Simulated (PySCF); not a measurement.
Gas-phase reaction: 6 GaOH = 2 Ga2O + Ga2H6 + 2 O2

Energies from PySCF, thermal terms from the rigid-rotor harmonic-oscillator model, ideal gas at 1 bar. † marks an energy on the PBE0/def2-TZVP geometry and frequencies; other levels use their own. MP2 and CCSD(T) freeze the core. 6-31G* has spherical d functions here. Open shells (unrestricted): O2 (multiplicity 3); the rest are closed-shell singlets. Ga: all electrons, no relativistic terms. GaOH, Ga2H6: computed as isolated molecules; such fragments, hydroxides, amides, oligomers or adducts are transient or little studied in the gas. MP2 isn't extrapolated to the basis-set limit; its ΔH°(298 K) is 737.8 kJ in def2-SVP and 868.1 kJ in def2-TZVPP. CCSD(T) isn't extrapolated to the basis-set limit; its ΔH°(298 K) is 722.9 kJ in def2-SVP and 826.6 kJ in def2-TZVPP. The harmonic model lacks anharmonicity and excited electronic states, which grow with temperature; levels with a mode under 35 cm⁻¹ are left out. Soft modes under 120 cm⁻¹ make the harmonic entropy rough for Ga2O.

```
level               ΔE electronic, kJ  ΔH°(298 K), kJ  ΔS°(298 K), J/K  ΔG°(1400 K), kJ
------------------  -----------------  --------------  ---------------  ---------------
CCSD(T)/def2-SVP†                 757             723             -203              991
HF/6-31G*                         668             629             -190              877
HF/def2-TZVP†                     767             733             -203             1001
MP2/def2-TZVPP†                   902             868             -203             1136
PBE/def2-TZVP†                    816             782             -203             1050
ωB97M-V/def2-TZVP†                874             840             -203             1108
```
ΔH° is lowest at HF/6-31G* and highest at MP2/def2-TZVPP†. No reference value is set beside these.
